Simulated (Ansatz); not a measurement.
Reaction (ligand exchange at the Hf–F bond): `[F][Hf]([F])([F])[F]` + `OCC(F)(F)F` → `FC(F)(F)C[O][Hf]([F])([F])[F]` + H–F

Gas-phase electronic energies from Ansatz, PBE0-D4/def2-TZVP geometries. CCSD(T)/CBS adds triple-zeta CCSD(T) − MP2 to the extrapolated MP2 energy (def2 sets, frozen cores). This one scheme is used for every species. Functionals use def2-TZVPP. B3LYP here is the variant with VWN-RPA as its local correlation; programs differ in this. HSE06 is defined as in plane-wave codes. Elements past krypton have def2 core potentials. For Hf outer-core shells are correlated without core-valence functions, which leaves a few kJ/mol of doubt a bond. One conformer a species, not always the lowest.

```csv
level,ΔE (kJ/mol),difference from CCSD(T)/CBS
LDA (SPW92),41.0,6.9
revPBE-D4,45.8,11.7
HSE06-D4,41.4,7.3
BHLYP-D4,37.5,3.4
B3LYP,48.0,13.9
r2SCAN0,44.4,10.3
RPA@PBE/def2-TZVPP,33.6,-0.5
MP2/def2-TZVPP,29.7,-4.4
HF/def2-QZVPP,44.6,10.5
SCS-MP2/def2-QZVPP,34.7,0.6
CCSD(T)/CBS,34.1,0
```

Largest T1 diagnostic among the species: 0.016.

In def2-TZVPP, CCSD(T) changes the Hartree–Fock value by −11.0 kJ/mol (the triples alone add −1.0 kJ/mol) and MP2 by −14.0 kJ/mol. From PBE to PBE0 (25 % exact exchange), in def2-TZVPP and without D4, ΔE moves by −4.4 kJ/mol.
